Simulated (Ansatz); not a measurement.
## Molecular dynamics, step by step

C2H3AlO (SMILES O[C]1=[CH][AlH]1), singlet, PBE0-D4/def2-SVP (Ansatz 0.2.0). Settings (timestep in fs, temperature in K, friction in 1/fs; T counts 21 degrees of freedom, while the starting velocities carry no drift of the centre of mass, so T starts below the set value):

```yaml
hamiltonian: {xc: pbe0, dispersion: d4}
md: {n_steps: 30, timestep: 0.5, temperature: 100, ensemble: nvt_langevin, seed: 352, friction: 0.05, initial_velocities: maxwell_boltzmann}
```

Start (the SMILES describes the start alone):

```
7
angstrom
O -1.7904 0.2120 -0.4217
C -0.4467 0.1848 -0.3427
C 0.2802 -0.3901 0.7100
Al 1.4794 0.3441 -0.5877
H -2.1781 -0.2233 0.3550
H -0.1596 -0.8789 1.5823
H 2.8152 0.7514 -1.2952
```

| step | time (fs) | potential energy less the start (meV) | kinetic energy (meV) | T (K) |
| --- | --- | --- | --- | --- |
| 0 | 0.00 | 0.0 | 77.6 | 86 |
| 2 | 1.00 | -0.2 | 83.9 | 93 |
| 4 | 2.00 | -1.4 | 83.5 | 92 |
| 6 | 3.00 | -9.3 | 84.6 | 94 |
| 8 | 4.00 | -22.2 | 99.7 | 110 |
| 10 | 5.00 | -35.1 | 101.0 | 112 |
| 12 | 6.00 | -46.7 | 111.8 | 124 |
| 14 | 7.00 | -63.1 | 142.1 | 157 |
| 16 | 8.00 | -82.0 | 174.2 | 192 |
| 18 | 9.00 | -96.4 | 206.5 | 228 |
| 20 | 10.00 | -100.1 | 201.1 | 222 |
| 22 | 11.00 | -94.5 | 204.5 | 226 |
| 24 | 12.00 | -90.0 | 190.1 | 210 |
| 26 | 13.00 | -88.9 | 179.5 | 198 |
| 28 | 14.00 | -82.5 | 143.1 | 158 |
| 30 | 15.00 | -68.5 | 136.1 | 150 |

Step 10, positions (Å) and forces (eV/Å):

```json
{"atom": "O1", "x": "-1.778", "y": "0.230", "z": "-0.428", "Fx": "0.449", "Fy": "0.105", "Fz": "-0.421"}
{"atom": "C2", "x": "-0.436", "y": "0.172", "z": "-0.330", "Fx": "0.141", "Fy": "-0.379", "Fz": "0.974"}
{"atom": "C3", "x": "0.305", "y": "-0.391", "z": "0.712", "Fx": "-0.379", "Fy": "0.257", "Fz": "-0.786"}
{"atom": "Al4", "x": "1.465", "y": "0.342", "z": "-0.584", "Fx": "-0.870", "Fy": "-0.159", "Fz": "0.398"}
{"atom": "H5", "x": "-2.221", "y": "-0.241", "z": "0.303", "Fx": "0.483", "Fy": "0.129", "Fz": "-0.112"}
{"atom": "H6", "x": "-0.177", "y": "-0.898", "z": "1.578", "Fx": "0.477", "Fy": "0.159", "Fz": "-0.169"}
{"atom": "H7", "x": "2.836", "y": "0.799", "z": "-1.268", "Fx": "-0.301", "Fy": "-0.112", "Fz": "0.118"}
```

Step 18, positions (Å) and forces (eV/Å):

```
atom       x       y       z      Fx      Fy      Fz
  O1  -1.757   0.242  -0.433   0.235  -0.056  -0.321
  C2  -0.428   0.154  -0.313   0.015   0.267   0.010
  C3   0.315  -0.392   0.706  -0.044  -0.359   0.089
 Al4   1.450   0.337  -0.582  -0.478   0.067   0.224
  H5  -2.188  -0.264   0.277   0.159   0.086   0.021
  H6  -0.120  -0.913   1.580   0.289   0.106  -0.017
  H7   2.822   0.856  -1.189  -0.176  -0.109  -0.006
```

Step 28, positions (Å) and forces (eV/Å):

```csv
atom,x,y,z,Fx,Fy,Fz
O1,-1.736,0.257,-0.444,0.141,-0.488,0.296
C2,-0.415,0.144,-0.288,-0.415,0.707,-0.887
C3,0.337,-0.411,0.696,0.075,-0.796,0.945
Al4,1.427,0.333,-0.572,0.090,0.321,-0.071
H5,-2.139,-0.296,0.253,-0.107,0.288,-0.194
H6,-0.021,-0.935,1.591,-0.004,-0.061,0.160
H7,2.788,0.901,-1.069,0.220,0.029,-0.249
```

Last step (30):

| atom | x (Å) | y (Å) | z (Å) |
| --- | --- | --- | --- |
| O1 | -1.7320 | 0.2594 | -0.4485 |
| C2 | -0.4116 | 0.1431 | -0.2864 |
| C3 | 0.3420 | -0.4167 | 0.6961 |
| Al4 | 1.4234 | 0.3332 | -0.5706 |
| H5 | -2.1305 | -0.2999 | 0.2623 |
| H6 | -0.0074 | -0.9405 | 1.5990 |
| H7 | 2.7873 | 0.9089 | -1.0493 |

The run took about 32 s on 2 CPU threads of an Arm Neoverse V2 (shared host).
